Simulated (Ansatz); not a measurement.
Relaxation of C3H10BNSi (16 atoms, charge 0, multiplicity 1), to a largest force component of 0.015 eV/Å in at most 40 steps.

These are results of RKS PBE/6-31G* (Ansatz), not measurements.

```xyz
16
Properties=species:S:1:pos:R:3
B -0.723 -1.136 -0.667
C -0.035 0.089 0.079
C 1.257 0.313 -0.078
Si 2.535 -0.659 -1.126
N -0.774 0.961 0.935
C -2.210 0.861 1.198
H -0.167 -1.824 -1.396
H -1.891 -1.254 -0.549
H 1.753 1.148 0.516
H 2.028 -0.603 -2.502
H 3.804 -0.108 -0.982
H 2.490 -2.062 -0.657
H -0.325 1.769 1.430
H -2.796 0.976 0.266
H -2.434 -0.161 1.654
H -2.534 1.670 1.924
```

Where does it end, and by what steps?

The forces met the threshold. After 7 steps the energy has fallen by 0.638 eV; H10 moved furthest, 0.16 Å.

| step | energy less start (eV) | largest force component (eV/Å) | accepted |
| --- | --- | --- | --- |
| 0 | 0.0000 | 4.640 | yes |
| 1 | -0.4979 | 1.561 | yes |
| 2 | -0.6050 | 0.438 | yes |
| 3 | -0.5980 | 0.650 | no |
| 4 | -0.6343 | 0.111 | yes |
| 5 | -0.6372 | 0.067 | yes |
| 6 | -0.6377 | 0.020 | yes |
| 7 | -0.6378 | 0.013 | yes |

```xyz
16
Properties=species:S:1:pos:R:3
B -0.765 -1.045 -0.642
C -0.082 0.128 0.111
C 1.284 0.310 -0.062
Si 2.457 -0.691 -1.122
N -0.809 0.964 0.931
C -2.228 0.853 1.210
H -0.087 -1.747 -1.348
H -1.942 -1.287 -0.552
H 1.756 1.147 0.484
H 2.141 -0.666 -2.591
H 3.814 -0.066 -0.953
H 2.583 -2.133 -0.718
H -0.301 1.704 1.411
H -2.843 0.955 0.296
H -2.489 -0.110 1.688
H -2.511 1.661 1.902
```

Whether the end is a true minimum wasn't checked by a vibrational analysis.

The run took 26 s on 2 threads of Arm Neoverse V2 (shared host), peak memory 0.16 GiB.
